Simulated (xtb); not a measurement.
AlClBr2, SMILES [Cl][Al]([Br])[Br]. All values are semi-empirical tight-binding results from xtb (GFN2-xTB unless named), good for trends rather than for accurate numbers. Coordinates come from a GFN2-xTB optimisation. The structure was generated by enumeration; whether it is a known compound was not checked.

For metal compounds this method's bond lengths and energies can be far off.

The point group as xtb finds it comes out as C2v. The orbital gap is 4.29 eV and the zero-point energy is 2.6 kcal/mol. The G − E(el) at 298.15 K (modified RRHO) is -18.0 kcal/mol.
